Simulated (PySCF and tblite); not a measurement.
Results of a calculation; reference values are marked as such.
C6H9FO, numbered as in [O:1]=[C:2]1[CH2:3][CH2:4][CH2:5][CH2:6][C@@H:7]1[F:8].

Conformers came from 90 starts (ETKDG and KDG, MMFF94s, GFN2-xTB); geometries are PBE0-D3(BJ)/def2-SVP. Weights use PBE0-D3(BJ)/def2-TZVP energies plus GFN2-xTB zero-point and thermal terms (modes under about 100 cm⁻¹ blended into free rotors). Symmetry numbers and mirror images are counted. Conformers within 4 kcal/mol (GFN2-xTB free energy) were kept, 5 at most. Run with PySCF (density fitting) and tblite.

Rotational constants are equilibrium values for the commonest isotopes; dipoles come from the energy level named.

The 6-ring runs over atoms 2–3–4–5–6–7.

```
conformer                                                                           shape  symmetry
        1                                      6-ring chair (all substituents equatorial)        C1
        2                                                         6-ring chair (F8 axial)        C1
        3                   6-ring twist-boat (ring torsions -33, 63, -28, -32, 64, -28°)        C1
        4  6-ring between boat and twist-boat (ring torsions 56, -39, -18, 61, -45, -12°)        C1
```

Problem. Give the rotational constants and dipole components, as needed to look for these species in a jet-cooled rotational spectrum.

Solution. 
```csv
conformer,A (MHz),B (MHz),C (MHz),abs μa (D),abs μb (D),abs μc (D),κ,Ic−Ia−Ib (u Å²)
1,2926,2029,1309,4.07,1.47,1.25,-0.11,-35.8
2,2557,2198,1594,2.84,0.53,0.27,0.25,-110.4
3,2539,2121,1725,2.69,0.34,0.23,-0.03,-144.3
4,2926,2008,1305,4.37,0.97,0.55,-0.13,-37.2
```

Problem. Which type of transition is strongest for conformer 1?

Solution. a-type, since that component is clearly the largest; the top is asymmetric (κ = -0.11).
